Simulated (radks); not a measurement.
The nitrogen anion N-, [He] 2s2 2p4, held by a Watson sphere: a shell of charge +1 at radius R that stands for the Madelung well of a crystal (potential energy -1/R inside, -1/r outside, in hartree with lengths in bohr). All-electron calculation, scalar-relativistic Kohn-Sham, LDA (Slater exchange, VWN5 correlation), spin-unpolarised, spherical densities, finite nucleus; Fermi nuclear charge, rms radius of each element as measured or else 0.836 A^(1/3) + 0.57 fm. Program: a radial shooting solver on a logarithmic mesh with Libxc functionals. Response by self-consistent Sternheimer equations with the Hartree and adiabatic LDA kernel, the relativistic mass of each level held fixed and spin-orbit coupling left out. The sphere does not respond.

R (bohr)  e(1s) (eV)  e(2s) (eV)  e(2p) (eV)  <r> 2p (bohr)  sum of <r^2> (bohr^2)  X-ray form factor at sin(theta)/lambda = 0.3 1/angstrom  alpha (bohr^3)
1.92         -378.40     -18.244      -7.156          1.585                  18.00                                                    3.273           13.04
1.99         -378.38     -18.072      -7.021          1.597                  18.25                                                    3.262           13.58
2.25         -378.25     -17.470      -6.532          1.637                  19.12                                                    3.234           15.70
2.41         -378.15     -17.129      -6.244          1.659                  19.63                                                    3.223           17.13
2.66         -377.94     -16.639      -5.817          1.691                  20.37                                                    3.213           19.54
2.94         -377.69     -16.150      -5.374          1.723                  21.13                                                    3.206           22.50
3.39         -377.27     -15.476      -4.742          1.766                  22.23                                                    3.202           27.79
3.41         -377.25     -15.449      -4.717          1.767                  22.27                                                    3.202           28.04
